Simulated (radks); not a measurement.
Neutral argon, [Ar]. Calculated with a radial shooting solver on a logarithmic mesh with Libxc functionals: non-relativistic Kohn-Sham, PBE, spin-polarised, spherical densities, point nucleus. Every spin shell is full or empty, so the densities are truly spherical. Functionals are evaluated on that one density, not self-consistently. Rank these orbital-free kinetic functionals by their error against the exact value of the orbitals, and give that value: Thomas-Fermi, von Weizsacker, TF + vW/9, TF + vW/5, LC94, APBEK, revAPBEK, Perdew 92, Thakkar, Pearson, LKT, DePristo-Kress, Ernzerhof.

Answer. Exact: 526.733 hartree. From best to worst, with 100 (|E| - |E exact|)/|E exact| (equal figures are ties): Ernzerhof +0.01, DePristo-Kress +0.09, Thakkar -0.09, LC94 +0.16, APBEK +0.29, Perdew 92 -0.54, TF + vW/9 -0.56, revAPBEK +0.62, Pearson -1.42, TF + vW/5 +4.64, Thomas-Fermi -7.05, LKT +29.12, von Weizsacker -41.56.
